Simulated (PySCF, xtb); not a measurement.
C4H4N, SMILES C1=CC=C[N]1 (connectivity only; charge and spin as stated), charge -1, multiplicity 1.

Harmonic wavenumbers (cm⁻¹) from xtb with GFN2-xTB at its own minimum, in rising order: 578, 626, 759, 764, 773, 791, 856, 870, 1063, 1070, 1115, 1202, 1241, 1337, 1413, 1486, 1487, 2950, 2957, 2967, 3002.

Q: What does PySCF with B3LYP-D3(BJ)/def2-SVPD give at its own minimum? (Estimate from the structure and the level; the computed values follow.)

A: 629, 651, 683, 692, 765, 792, 879, 894, 1006, 1020, 1098, 1191, 1232, 1313, 1396, 1454, 1468, 3118, 3123, 3149, 3170. Paired by order, the mean absolute difference is 57 cm⁻¹ and the zero-point energies are 41.9 and 42.5 kcal/mol.
